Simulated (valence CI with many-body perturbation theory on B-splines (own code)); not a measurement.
**F III: what each term of the Hamiltonian does**

Method: valence CI with perturbative core correlation (CI+MBPT): five valence electrons over a frozen Dirac-Fock core [He], radial functions for each j: 9 s, 9 p, 8 d, 6 f, 3 g, 1 h, with the one-electron correlation potential Σ1, the two-electron term Σ2, the three-electron term Σ3, Breit, model QED; selected CI, second order for the rest, scaled by the run's own slope (own B-spline code, finite nucleus).

Against 49 measured levels this calculation errs by 116 cm⁻¹ on average and by 421 at most. These come from a selection out of Moore, Atomic Energy Levels, vol. I, NSRDS-NBS 35 (1971 reprint of NBS Circular 467, 1949), an old analysis. Levels without a partner in it may be off by more. Among the levels kept, up to 1600 cm⁻¹ of a level comes from second order outside the variational space, and about a tenth of that is noise between levels of different J, which matters for small intervals.

Each rung adds one term. CI alone is the Dirac-Coulomb CI over the frozen core; QED comes last and gives the full result, which names the levels. Energies are above 2s2.2p3 4S°_3/2 on the same rung, in eV.

```
            Level  CI alone    + Σ1    + Σ2    + Σ3  + Breit    Full
  2s2.2p3 2D°_5/2     4.249   4.257   4.274   4.257    4.253   4.253
  2s2.2p3 2D°_3/2     4.247   4.255   4.272   4.256    4.257   4.257
  2s2.2p3 2P°_1/2     6.401   6.410   6.447   6.426    6.427   6.427
  2s2.2p3 2P°_3/2     6.403   6.411   6.448   6.427    6.427   6.427
    2s.2p4 4P_5/2    18.937  18.879  18.862  18.847   18.846  18.840
    2s.2p4 4P_3/2    18.977  18.920  18.902  18.888   18.887  18.882
    2s.2p4 4P_1/2    19.001  18.944  18.927  18.912   18.908  18.903
    2s.2p4 2D_5/2    26.235  26.187  26.145  26.110   26.106  26.100
    2s.2p4 2D_3/2    26.234  26.186  26.144  26.109   26.107  26.102
    2s.2p4 2S_1/2    30.947  30.905  30.880  30.837   30.838  30.832
    2s.2p4 2P_3/2    33.343  33.298  33.160  33.101   33.100  33.094
    2s.2p4 2P_1/2    33.392  33.348  33.209  33.150   33.147  33.141
2s2.2p2.3s 4P_1/2    39.164  39.270  39.272  39.244   39.244  39.246
2s2.2p2.3s 4P_3/2    39.194  39.300  39.303  39.275   39.272  39.274
2s2.2p2.3s 4P_5/2    39.242  39.349  39.351  39.323   39.312  39.314
2s2.2p2.3s 2P_1/2    40.156  40.261  40.247  40.219   40.218  40.220
2s2.2p2.3s 2P_3/2    40.212  40.317  40.305  40.276   40.267  40.269
2s2.2p2.3s 2D_5/2    42.580  42.692  42.703  42.664   42.656  42.658
2s2.2p2.3s 2D_3/2    42.579  42.692  42.703  42.665   42.657  42.659
```

Problem. How does the ionisation energy move along the ladder, and which term matters most?

Solution. CI alone 62.603, + Σ1 62.715, + Σ2 62.710, + Σ3 62.682, + Breit 62.682, + QED 62.683 eV. The largest step is Σ1, 0.112 eV. NIST lists 62.708 eV (semi-empirical).
